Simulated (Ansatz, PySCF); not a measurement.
This PySCF input computes a BLYP/def2-TZVPD energy:

```python
from pyscf import gto, scf, dft

mol = gto.M(
    atom='''
    Be   -0.00000000   -0.00000000   -1.33525805
    H    -0.00000000   -0.00000000   -2.65794029
    Cl    0.00000000    0.00000000    0.47052779
    ''',
    basis='def2-tzvpd',
    charge=0,
    spin=0,
    verbose=4,
)

mf = dft.RKS(mol, xc='blyp').density_fit(auxbasis='def2-universal-jkfit')
mf.grids.level = 3
mf.conv_tol = 1e-9
mf.max_cycle = 100
mf.max_memory = 1500
mf.kernel()
if not mf.converged:
    mf = mf.newton()
    mf.kernel(mf.make_rdm1())
mf.analyze()
```

Q: Write an input for the same energy in Ansatz (a program for electronic structure) and say what it gives.

A: 
Ansatz 0.2 input:
```yaml
crystal:
  periodic: [false, false, false]
  atoms:
    - {symbol: Be, position_ang: [-0.00000000, -0.00000000, -1.33525805]}
    - {symbol: H, position_ang: [-0.00000000, -0.00000000, -2.65794029]}
    - {symbol: Cl, position_ang: [0.00000000, 0.00000000, 0.47052779]}
basis:
  gaussian:
    orbitals: def2-TZVPD
hamiltonian:
  xc: {name: BLYP}
output: {forces: true}
```
It gives -475.60684 Eh, and PySCF -475.60688 Eh, a difference of 0.04 mEh, from the treatment of integrals and grids.
